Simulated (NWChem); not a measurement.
# Electron attachment to CCl

```
Cl
C 1 1.6758
```
Charge 0, spin multiplicity 2.

Program: NWChem. The geometry was optimised at UPBE/def2-SVP, a minimum by its harmonic frequencies.

Basis set: def2-TZVPD. −ε marks an orbital energy of the parent. The basis adds only a small set of diffuse functions.

The correlated methods keep 6 core orbitals frozen. B3LYP has NWChem's definition, with VWN1-RPA local correlation. This spin state was chosen for the runs; another may lie lower. The structure started from a generated list of species. The unpaired electrons of the parent sit in orbitals of symmetry b2 (C2v labels of the run); other states weren't searched. The stability of the SCF solutions was not checked. Open-shell Hartree-Fock references start from PBE0 orbitals. Coupled-cluster values serve here as a point of comparison, not as the truth.

Q: One of these methods gave a vertical electron affinity of 2.09 eV. Which?
A. −ε(alpha LUMO) of BHandHLYP
B. −ε(alpha LUMO) of PBE
C. −ε(alpha LUMO) of B3LYP
D. −ε(alpha LUMO) of HF

A: A, −ε(alpha LUMO) of BHandHLYP. The others give 3.67 (−ε(alpha LUMO) of B3LYP), 4.61 (−ε(alpha LUMO) of PBE), -0.87 (−ε(alpha LUMO) of HF).
